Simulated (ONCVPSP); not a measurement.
## Building the ONCV potential for F (PBE, non-relativistic).

F (Z = 9), optimised norm-conserving Vanderbilt (ONCV), made with ONCVPSP 4.0.1 (PBE, non-relativistic). Core [He], reference 2s1 2p6. Waves: 2s: rc 0.65 bohr, ncon 4, nbas 9, qcut 9.2 1/bohr, local; 2p: rc 1.40 bohr, ncon 3, nbas 7, qcut 10.2 1/bohr, 2 projectors, debl 0.9 Ha. Local part: the s channel. Core correction: Teter function fitted to the true core (icmod 2), fcfact 0.35.

Poles of the logarithmic derivatives, all-electron (AE) and pseudo (PS). s: poles at no energy (AE) and no energy (PS) Ha. p: poles at 0.4 (AE) and 0.4 (PS) Ha. Test radii: s 0.66, p 1.42 bohr.

- Cutoffs needed: 97 Ha and 486 Ha (the cutoffs (Ha) at which the residual kinetic energy of the hardest occupied pseudo-wave falls to 1 and 0.1 mHa per electron)
- Ghost test: no bound ghost flagged; no localised positive-energy state flagged
- Largest excitation error: +512 meV (all-electron minus pseudo) for 2s2 2p3, out of 4 test configurations
- rms error of d²Exc/dni dnj: 1.89 mHa without and 1.93 mHa with the model core
